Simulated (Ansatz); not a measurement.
Reaction (substitution at a C–C bond): `FC(F)(F)CC(F)(F)F` + `OBCl` → `FC(F)(F)OBCl` + `CC(F)(F)F`

Program: Ansatz. Geometries: PBE0-D4/def2-TZVP. ΔE: electronic, gas phase. CBS: MP2 limit from def2 TZ/QZ plus the TZ coupled-cluster correction, frozen cores. This one scheme is used for every species. Functionals use def2-TZVPP. B3LYP here is the variant with VWN-RPA as its local correlation; programs differ in this. Each species was taken in one conformer, which may not be the lowest.

```
             level  ΔE (kcal/mol)  difference from CCSD(T)/CBS
            PBE-D4            2.4                          0.1
         r2SCAN-D4            1.1                         -1.2
           PBE0-D4            1.4                         -0.9
          B3LYP-D4            1.4                         -0.9
           ωB97X-V            1.3                         -1.0
           ωB97M-V            1.6                         -0.7
            B2PLYP            1.2                         -1.1
               PBE            1.9                         -0.4
            r2SCAN            1.0                         -1.3
              PBE0            1.0                         -1.3
             B3LYP            0.7                         -1.6
     HF/def2-TZVPP           -2.6                         -4.9
    MP2/def2-TZVPP            2.2                         -0.1
SCS-MP2/def2-TZVPP            1.6                         -0.7
   CCSD/def2-TZVPP            1.2                         -1.1
CCSD(T)/def2-TZVPP            1.6                         -0.7
     HF/def2-QZVPP           -2.7                         -5.0
    MP2/def2-QZVPP            2.5                          0.2
SCS-MP2/def2-QZVPP            2.0                         -0.3
      HF/CBS(def2)           -2.7                         -5.0
     MP2/CBS(def2)            2.8                          0.5
    CCSD/CBS(def2)            1.9                         -0.4
       CCSD(T)/CBS            2.3                            0
```

Largest T1 diagnostic among the species: 0.012.

From PBE to PBE0 (25 % exact exchange), in def2-TZVPP and without D4, ΔE moves by −0.9 kcal/mol. In def2-TZVPP, CCSD(T) changes the Hartree–Fock value by +4.2 kcal/mol (the triples alone add +0.4 kcal/mol) and MP2 by +4.8 kcal/mol.
